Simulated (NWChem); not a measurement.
System: C2H4ClFSi; SMILES C=C(Cl)[SiH2]F

Input file for NWChem:

```
start job
memory heap 200 mb stack 900 mb global 1100 mb
geometry units angstroms noautoz
  C     -1.767883     0.386248     0.000000
  C     -0.434417     0.413861     0.000000
  Cl     0.453517     1.917502     0.000000
  Si     0.683968    -1.084264     0.000000
  F     -0.278331    -2.396850     0.000000
  H     -2.279555    -0.580471     0.000000
  H     -2.374343     1.296767     0.000000
  H      1.523775    -1.105541    -1.226504
  H      1.523775    -1.105541     1.226504
end
basis spherical
  * library def2-tzvp
end
dft
  xc m06-2x
  iterations 150
  semidirect filesize 400000000
  mulliken
end
task dft energy
```

The geometry was optimised at PBE0/def2-SVP.

What results follow from this input? (M06-2X/def2-TZVP.) Quantities: energy (Ha); highest occupied level (eV); orbital gap (eV); dipole (D).


```yaml
energy (Ha): -928.19
highest occupied level (eV): -9.05
orbital gap (eV): 9.00
dipole (D): 0.39
```
